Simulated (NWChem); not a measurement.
SiNH3ClF; SMILES N[Si@H](F)Cl

```xyz
7

N      1.4321    -1.0869    -0.0817
Si    -0.0566    -0.4146     0.3770
F     -1.3151    -0.9122    -0.5168
Cl     0.0476     1.6158     0.0865
H      1.9396    -0.7633    -0.8967
H      1.7003    -2.0233     0.1970
H     -0.3761    -0.7585     1.7774
```
Atoms are numbered in this order, from 1.

Computed with NWChem. Pople sets run with spherical d functions. The geometry was optimised at PBE0/def2-SVP. Level: M06-2X/6-31G* with SMD (1 M gas to 1 M solution), gas-phase geometry. Reactions with the solvent are ignored.

For solvent benzene:

```yaml
solvation free energy (kcal/mol): -3.8
dipole in solution (D): 3.27
```

Task: What are these values for solvent acetonitrile?

Result: 
| Item | Value |
|---|---|
| solvation free energy (kcal/mol) | -6.0 |
| dipole in solution (D) | 3.55 |
